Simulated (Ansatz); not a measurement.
Mulliken charges of C$_{2}$H$_{3}$GaO$_{2}$ (`OC#C[O][GaH2]`) from B3LYP/def2-TZVPP in Ansatz (PBE0-D4/def2-TZVP geometry).

```csv
atom,x (Å),y (Å),z (Å),charge (e)
O1,1.499,1.484,1.960,-0.288
C2,0.778,0.603,1.293,0.016
C3,0.214,-0.221,0.632,0.104
O4,-0.413,-1.135,-0.042,-0.377
Ga5,-0.900,-0.905,-1.781,0.380
H6,0.959,1.877,2.654,0.222
H7,-0.533,0.475,-2.393,-0.031
H8,-1.604,-2.177,-2.323,-0.026
```

Task: By hand: the dipole of these point charges (1 e Å = 4.8032 D).

Result: Σ q r = (-0.312, 0.102, -0.415) e Å, of length 0.529 e Å = 2.54 D.

Task: How does the dipole of the full density compare? (Best estimate.)

Result: Computed: (-0.346, 0.136, -0.238) e Å, 2.12 D; the point charges give 1.20 times that, at 19° from its direction.

Point charges leave out the atoms' own dipoles, such as those of lone pairs, and Mulliken's split depends on the basis, so the two needn't agree.

B3LYP here is the variant with VWN-RPA as its local correlation; programs differ in this.
